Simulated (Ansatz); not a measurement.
Reaction (substitution at a C–Cl bond): `ClC1CCCCC1` + H–F → `FC1CCCCC1` + HCl

Isolated molecules relaxed with PBE0-D4/def2-TZVP in Ansatz; ΔE leaves out vibrations. CBS: MP2 limit from def2 TZ/QZ plus the TZ coupled-cluster correction, frozen cores. This one scheme is used for every species. Functionals use def2-TZVPP.

| level | ΔE (kcal/mol) | difference from CCSD(T)/CBS |
| --- | --- | --- |
| PBE-QIDH | 4.3 | -0.8 |
| BLYP | -0.6 | -5.7 |
| CCSD/def2-SVP | -0.8 | -5.9 |
| CCSD(T)/def2-SVP | -0.2 | -5.3 |
| CCSD(T)/def2-TZVPP | 3.7 | -1.4 |
| HF/def2-QZVPP | -1.8 | -6.9 |
| SCS-MP2/def2-QZVPP | 5.5 | 0.4 |
| HF/CBS(def2) | -1.8 | -6.9 |
| MP2/CBS(def2) | 8.3 | 3.2 |
| CCSD/CBS(def2) | 4.1 | -1.0 |
| CCSD(T)/CBS | 5.1 | 0 |

Largest T1 diagnostic among the species: 0.010.

In def2-TZVPP, CCSD(T) changes the Hartree–Fock value by +5.5 kcal/mol (the triples alone add +1.0 kcal/mol) and MP2 by +8.8 kcal/mol. The D4 term adds +2.5 kcal/mol with B3LYP and +1.4 kcal/mol with PBE0; it sums over pairs of atoms, weighted by their polarisabilities, and B3LYP, whose exchange is more repulsive, gets the larger term.

B3LYP here is the variant with VWN-RPA as its local correlation; programs differ in this.
